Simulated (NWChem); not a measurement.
Species: BH$_{3}$S$_{3}$; SMILES SB(S)S

```xyz
7

B      0.0056     0.0111     0.0000
S     -1.7962    -0.1703     0.0000
H     -1.8252    -1.5206     0.0000
S      0.6023     1.7196     0.0000
H      1.9243     1.4522     0.0000
S      1.0257    -1.4833     0.0000
H      2.2441    -0.9023     0.0000
```
Atoms are numbered in this order, from 1.

Results from NWChem. Structure relaxed at the PBE0/def2-SVP level. Level: PBE0/def2-SVPD; rows give the wavelength of the field.

```json
[
 {"field": "static", "isotropic polarisability (bohr³)": "78.6", "anisotropy (bohr³)": "31.3"},
 {"field": "1065 nm", "isotropic polarisability (bohr³)": "(withheld)", "anisotropy (bohr³)": "(withheld)"},
 {"field": "589 nm", "isotropic polarisability (bohr³)": "82.0", "anisotropy (bohr³)": "33.8"}
]
```

Task: Complete the blanks.

Result: 
- 1065 nm, isotropic polarisability (bohr³): 79.6
- 1065 nm, anisotropy (bohr³): 32.0
